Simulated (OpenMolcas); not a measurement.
# As-: the spin-orbit constant, worked from levels

```json
{
 "Program": "OpenMolcas 26.06",
 "Basis": "ANO-RCC-VTZP [6s5p3d1f]",
 "Scalar Hamiltonian": "DKH2, point nucleus",
 "Active space": "4 electrons in 3 orbitals (4p)",
 "State averaging": "2S+1 = 3 even, 3 roots; 2S+1 = 1 even, 6 roots",
 "Spin-orbit coupling": "RASSI with atomic mean-field integrals over the reference wave functions, term energies averaged over their components"
}
```

Methods: CASSCF; SS-CASPT2, IPEA 0.25 Eh, imaginary shift 0.1 Eh (closed shells correlated: 3d 4s).

**The spin-orbit constant.** For the Hund term ³P of p4, E(J) = (A/2) J(J+1) + constant and ζ = -2S·A = -2A. From J = 0 to J = 2 the energy changes by 3 A.

| Source | E(2) - E(0) | A | ζ |
| --- | --- | --- | --- |
| CASSCF | -1406.9 | -469.0 | 938 |
| SS-CASPT2 | -1395.5 | -465.2 | 930 |

All in cm-1. Both methods take the spin-orbit matrix elements from the reference wave functions, so the second can move ζ only through the term energies and any multistate remixing. Second-order mixing with other terms is absorbed into this ζ.

With the s shell closed, the reference lacks s² → p² mixing. No diffuse functions were added, so excited terms of the anion can stand markedly too high. Without dynamic correlation excited terms often stand tens of per cent too high (terms of higher spin than the ground term too low), and those without a measured partner can miss by more than the paired ones (holds for CASSCF). Levels of configurations outside the active space are missing.
